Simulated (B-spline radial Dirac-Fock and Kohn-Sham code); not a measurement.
Z = 78 (platinum), transition energy 44.4 keV. Level of theory: a Dirac-Hartree-Slater potential of the neutral atom with a Latter tail (no hole, which puts coefficients of high multipoles low close above an edge), finite nucleus with surface currents; a radial atomic solver. The K shell is not open to conversion at this energy. Subshells that would emit electrons below 1 keV are left out.

**Question.** A pure transition shows α(L) = 1.02e+06, L1/L2 = 8.96 and L1/L3 = 0.0943. What is its multipolarity?
A. M4
B. E4
C. E3
D. M1
E. M3
F. M2
G. E2
H. E1

**Answer.** A. For comparison, α(L), L1/L2, L1/L3 are E1 0.570, 1.45, 1.18; E2 159, 0.0164, 0.0155; E3 9470, 0.0217, 0.0219; E4 264000, 0.0207, 0.0211; M1 9.95, 9.77, 92.4; M2 509, 12.3, 2.36; M3 28400, 10.8, 0.275.

Values without a named source are computed, but for edge energies of neutral atoms, which are taken from tables.
